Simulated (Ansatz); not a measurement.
Mulliken charges of `[NH2][Ge]([F])([F])[Cl]` from ωB97M-V/def2-TZVPP in Ansatz (PBE0-D4/def2-TZVP geometry).

```csv
atom,x (Å),y (Å),z (Å),charge (e)
N1,-0.315,0.774,0.838,-0.331
Ge2,0.039,-0.395,-0.471,0.988
F3,-1.378,-1.288,-0.816,-0.342
F4,1.185,-1.613,-0.076,-0.347
Cl5,0.722,0.586,-2.206,-0.224
H6,0.373,1.503,0.958,0.127
H7,-0.564,0.366,1.728,0.127
```

Problem. By hand: the dipole of these point charges (1 e Å = 4.8032 D).

Solution. Σ q r = (0.017, 0.460, 0.398) e Å, of length 0.609 e Å = 2.93 D.

Problem. How does the dipole of the full density compare? (An estimate is asked.)

Solution. Computed: (0.115, 0.421, 0.426) e Å, 2.93 D; the point charges give 1.00 times that, at 10° from its direction.

Point charges leave out the atoms' own dipoles, such as those of lone pairs, and Mulliken's split depends on the basis, so the close match here is no proof of good charges.
